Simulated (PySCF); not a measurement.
Dipole polarisabilities along the 4p block

Calculated with PySCF 2.14 for the ground configurations, without spin-orbit coupling: coupled response for Hartree-Fock and DFT, finite fields for MP2 and CCSD(T), with Ga [Ar] 3d10; Ge [Ar] 3d10; As [Ar] 3d10; Se [Ar] 3d10; Br [Ar] 3d10; Kr [Ar] 3d10 frozen. Mean α in bohr³, C₆ of like pairs in atomic units.

```tsv
species	α UHF	α PBE	α PBE0	α MP2	α CCSD(T)	α recommended (Schwerdtfeger and Nagle)	C₆ UHF	C₆ PBE	C₆ PBE0
Ga [Ar] 3d10 4s2 4p1 (def2-TZVPPD, non-relativistic)	53.98	54.59	53.60	52.62	51.89	50 ± 3	467.0	443.7	444.1
Ge [Ar] 3d10 4s2 4p2 (def2-TZVPPD, non-relativistic)	38.98	40.30	39.51	38.11	37.87	40 ± 1	335.2	336.8	333.4
As [Ar] 3d10 4s2 4p3 (def2-TZVPPD, non-relativistic)	29.52	30.81	30.07	28.85	28.81	30 ± 1	247.3	255.1	249.7
Se [Ar] 3d10 4s2 4p4 (def2-TZVPPD, non-relativistic)	25.19	27.67	26.42	25.38	25.38	28.9 ± 1	207.6	231.3	218.9
Kr [Kr] (def2-TZVPPD, non-relativistic)	16.47	18.01	17.30	16.79	16.84	16.78 ± 0.02	125.9	139.9	133.3
```

(1) Fill in the row of Br [Ar] 3d10 4s2 4p5 (def2-TZVPPD, non-relativistic).

Hartree-Fock lacks correlation. MP2 and CCSD(T) carry the error of the frozen core. All values carry a basis error.

Answers

(1) α UHF 20.30; α PBE 22.27; α PBE0 21.33; α MP2 20.61; α CCSD(T) 20.65; α recommended (Schwerdtfeger and Nagle) 21 ± 1; C₆ UHF 161.4; C₆ PBE 180.0; C₆ PBE0 170.9.
